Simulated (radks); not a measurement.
Q: Species: Gd0.25+. Configuration: [Xe] 4f4.75 5d1 6s2 6p2 (fractional occupations, a model configuration). Method: Dirac Kohn-Sham, BLYP, spin-unpolarised, spherical densities, point nucleus; open shells are shared between the two j in proportion to 2j + 1; computed with a radial shooting solver on a logarithmic mesh with Libxc functionals. Some entries of the table are withheld. Estimate them.

| orbital | occ. | eigenvalue (eV) | r(max) (bohr) | <1/r> (bohr^-1) |
|---|---|---|---|---|
| 1s1/2 | 2 | -50084.98 | 0.01391 | 71.68 |
| 2s1/2 | 2 | -8289.992 | 0.07917 | 17.10 |
| 2p1/2 | 2 | -7872.674 | 0.05981 | (1) |
| 2p3/2 | 4 | -7176.718 | 0.06564 | (2) |
| 3s1/2 | 2 | -1862.688 | 0.2245 | 6.230 |
| 3p1/2 | 2 | -1681.974 | 0.2117 | 6.144 |
| 3p3/2 | 4 | -1539.288 | 0.2241 | 5.641 |
| 3d3/2 | 4 | -1227.245 | 0.1781 | 5.519 |
| 3d5/2 | 6 | -1196.182 | 0.1815 | 5.394 |
| 4s1/2 | 2 | -398.0959 | 0.5149 | 2.619 |
| 4p1/2 | 2 | -327.5815 | 0.5189 | (3) |
| 4p3/2 | 4 | -295.2914 | 0.5447 | (4) |
| 4d3/2 | 4 | -178.9189 | 0.5511 | (5) |
| 4d5/2 | 6 | -173.0009 | 0.5593 | (6) |
| 5s1/2 | 2 | -66.9745 | 1.162 | 1.057 |
| 5p1/2 | 2 | (7) | 1.249 | 0.9535 |
| 5p3/2 | 4 | (8) | 1.315 | 0.8939 |
| 4f5/2 | 2.03571 | -34.5774 | (9) | 1.656 |
| 4f7/2 | 2.71429 | -33.6865 | (10) | 1.641 |
| 5d3/2 | 0.4 | -12.3015 | 1.640 | 0.6520 |
| 5d5/2 | 0.6 | -11.7348 | 1.669 | 0.6383 |
| 6s1/2 | 2 | -8.9080 | (11) | 0.3961 |
| 6p1/2 | 0.666667 | -4.7300 | 3.399 | 0.3198 |
| 6p3/2 | 1.33333 | -4.1639 | 3.606 | 0.2995 |

A: 
(1) 2p1/2 <1/r> (bohr^-1): 17.07
(2) 2p3/2 <1/r> (bohr^-1): 15.09
(3) 4p1/2 <1/r> (bohr^-1): 2.515
(4) 4p3/2 <1/r> (bohr^-1): 2.346
(5) 4d3/2 <1/r> (bohr^-1): 2.137
(6) 4d5/2 <1/r> (bohr^-1): 2.096
(7) 5p1/2 eigenvalue (eV): -46.0059
(8) 5p3/2 eigenvalue (eV): -40.7144
(9) 4f5/2 r(max) (bohr): 0.5472
(10) 4f7/2 r(max) (bohr): 0.5513
(11) 6s1/2 r(max) (bohr): 2.853
